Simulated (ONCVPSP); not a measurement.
**Before and after: ONCV potential for helium (He)**

- Element: helium
- Generator: ONCVPSP 4.0.1
- Type: optimised norm-conserving Vanderbilt (ONCV)
- Functional: PBE
- Relativity: scalar-relativistic
- Frozen core: none
- Valence charge: 2
- Reference configuration: 1s2
- Partial waves: 1s: rc 0.50 bohr, ncon 3, nbas 6, qcut 10.4 1/bohr, 2 projectors, debl 1.2 Ha; p scattering state at 0.22 Ha: rc 0.40 bohr, ncon 4, nbas 7, qcut 18.1 1/bohr, 2 projectors, debl 1.9 Ha
- Local potential: polynomial inside 0.30 bohr (lpopt 5, dvloc0 0 Ha)
- Core correction: none

Change: s: qcut 9.5.

Cutoffs: the cutoffs (Ha) at which the residual kinetic energy of the hardest occupied pseudo-wave falls to 1 and 0.1 mHa per electron; they do not see the model core or the augmentation charge, which bear on the density cutoff. Errors are all-electron minus pseudo energies relative to the spin-unpolarised reference configuration.

Problem. Predict the effect on cutoff, ghosts and configuration errors.

Solution. The potential gets harder (149 Ha and 364 Ha → 245 Ha and 381 Ha); neither file shows a bound ghost.

```tsv
quantity	base	changed
cutoff, loose	149 Ha	245 Ha
cutoff, tight	364 Ha	381 Ha
bound ghosts	none	none
GHOST(+) flags under 300 eV	none	none
error for 1s1, meV [ΔE 26.96 eV]	+4.1	+4.3
error for 1s1.5, meV [ΔE 10.55 eV]	-0.8	-0.9
s: phases at 0.51 bohr within 0.05 rad from the reference energy up to (Ha; the scan ends near 5)	to the end of the scan	to the end of the scan
p: phases at 0.41 bohr within 0.05 rad from the reference energy up to (Ha; the scan ends near 5)	to the end of the scan	to the end of the scan
```
